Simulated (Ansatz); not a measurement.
System: sum formula AlH2Br, charge 0, multiplicity 1. 
Coordinates optimised at B3LYP-D3(BJ)/def2-TZVP (Ansatz, a quantum-chemistry and plane-wave program):
SMILES: [AlH2][Br]
```xyz
4

Al    -1.5565     0.0585    -0.0267
Br     0.7086    -0.0266     0.0121
H     -2.2306     1.4757    -0.0359
H     -2.3349    -1.3043    -0.0424
```
Charge 0, spin multiplicity 1.

Dipole moments at this geometry, in debye (magnitudes).

```tsv
level	program	dipole (D)
PBE/def2-TZVPD	Ansatz	___
BLYP/def2-TZVPD	Ansatz	1.17
r2SCAN/def2-TZVPD	Ansatz	1.22
r2SCANh/def2-TZVPD	Ansatz	1.26
r2SCAN0/def2-TZVPD	Ansatz	1.32
CAM-B3LYP/def2-TZVPD	Ansatz	1.36
LC-wPBE/def2-TZVPD	Ansatz	1.39
wB97X-V/def2-TZVPD	Ansatz	1.37
CCSD(T)/def2-SVPD	Ansatz	___
```

Fill in the missing entries.


- PBE/def2-TZVPD, dipole (D): 1.16
- CCSD(T)/def2-SVPD, dipole (D): 1.26
